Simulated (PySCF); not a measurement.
C2H7BO3, SMILES CCOB(O)O.

Geometry: PBE0-D3(BJ)/def2-SVP. The values are those of a single conformer.

Calculation: TDDFT-PBE/def2-SVPD (PySCF).

Vertical excitations. Isolated molecule, no solvent.

Computed excitation energies, oscillator strengths and character:
```csv
state,energy (eV),λ (nm),f,main pairs
S1,5.72,217,0.002,HOMO→LUMO 100 %
S2,6.19,200,0.005,HOMO−1→LUMO 100 %
S3,6.76,183,0.000,HOMO−2→LUMO 100 %
S4,7.20,172,0.024,HOMO→LUMO+1 97 %
S5,7.25,171,0.028,HOMO−3→LUMO 97 %
S6,7.57,164,0.005,HOMO→LUMO+2 100 %
S7,7.65,162,0.000,HOMO−1→LUMO+1 100 %
S8,7.77,160,0.004,HOMO−4→LUMO 100 %
S9,7.87,158,0.023,HOMO→LUMO+3 89 %
S10,8.00,155,0.010,HOMO−5→LUMO 99 %
T1,5.66,219,0,HOMO→LUMO 100 %
T2,6.15,202,0,HOMO−1→LUMO 100 %
T3,6.58,188,0,HOMO−2→LUMO 99 %
T4,7.01,177,0,HOMO−3→LUMO 100 %
```
Triplets are in the Tamm–Dancoff approximation, which puts them higher than full response would, so one can lie above its singlet here.
